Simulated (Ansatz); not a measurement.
Geometry optimisation, DFT PBEsol, scalar-relativistic, plane waves, PAW in Ansatz.

Input file:

```yaml
crystal:
  lattice:
    - [6.62, 0.0, 0.0]
    - [-4.965, 8.599632, 0.0]
    - [0.0, 0.0, 5.27614]
  atoms:
    - { symbol: Sc, position: [0.0, 0.0, 0.0] }
    - { symbol: Sc, position: [0.1666667, 0.2222222, 0.5] }
    - { symbol: Sc, position: [0.0, 0.3333333, 0.0] }
    - { symbol: Sc, position: [0.1666667, 0.5555556, 0.5] }
    - { symbol: Sc, position: [0.0, 0.6666667, 0.0] }
    - { symbol: Sc, position: [0.1666667, 0.8888889, 0.5] }
    - { symbol: Sc, position: [0.5, 0.0, 0.0] }
    - { symbol: Sc, position: [0.6666667, 0.2222222, 0.5] }
    - { symbol: Sc, position: [0.5, 0.3333333, 0.0] }
    - { symbol: Sc, position: [0.6666667, 0.5555556, 0.5] }
    - { symbol: Sc, position: [0.5, 0.6666667, 0.0] }
    - { symbol: Sc, position: [0.6666667, 0.8888889, 0.5] }
    - { symbol: C, position: [0.3274322, 0.4434249, 0.7484863] }
basis:
  ecutwfc: 420.0
kpoints:
  mp_grid: { grid: [3, 2, 3] }
hamiltonian:
  xc: pbesol
scf:
  occupations: { method: gaussian, width: 0.1 }
  lower_state_search: "off"
relax:
  f_tol: 0.03
  max_steps: 60
  adjacent_minimum: "off"
```

Run as:

```bash
$ ansatz run input.yaml --threads 2 --pin off --max-ram 5120MiB --backend cpu --events-out ev --progress --plain --runs-dir out
```

Problem. Where does it end, and by what steps?

Solution. The run converged. Limits of this set-up: coarse k mesh. After 4 steps the energy has fallen by 0.219 eV; Sc9 moved furthest, 0.09 Å.

```json
{"step": "0", "energy less start (eV)": "0.0000", "largest force component (eV/Å)": "0.562", "accepted": "yes"}
{"step": "1", "energy less start (eV)": "-0.0621", "largest force component (eV/Å)": "0.693", "accepted": "yes"}
{"step": "2", "energy less start (eV)": "-0.2149", "largest force component (eV/Å)": "0.088", "accepted": "yes"}
{"step": "3", "energy less start (eV)": "-0.2179", "largest force component (eV/Å)": "0.037", "accepted": "yes"}
{"step": "4", "energy less start (eV)": "-0.2189", "largest force component (eV/Å)": "0.005", "accepted": "yes"}
```

```xyz
13
Lattice="6.6200 0.0000 0.0000 -4.9650 8.5996 0.0000 0.0000 0.0000 5.2761" Properties=species:S:1:pos:R:3
Sc 0.010 -0.037 0.009
Sc 0.006 1.975 2.681
Sc -1.611 2.889 -0.068
Sc -1.626 4.738 2.709
Sc -3.309 5.779 0.042
Sc -3.300 7.665 2.666
Sc 3.295 -0.022 -0.028
Sc 3.303 1.864 2.595
Sc 1.620 2.905 -0.072
Sc 1.606 4.754 2.704
Sc -0.011 5.668 -0.044
Sc -0.016 7.679 2.628
C -0.003 3.822 3.956
```

Time of the run: 48 s on 2 threads of Arm Neoverse V2, on a shared host, peak memory 0.75 GiB.
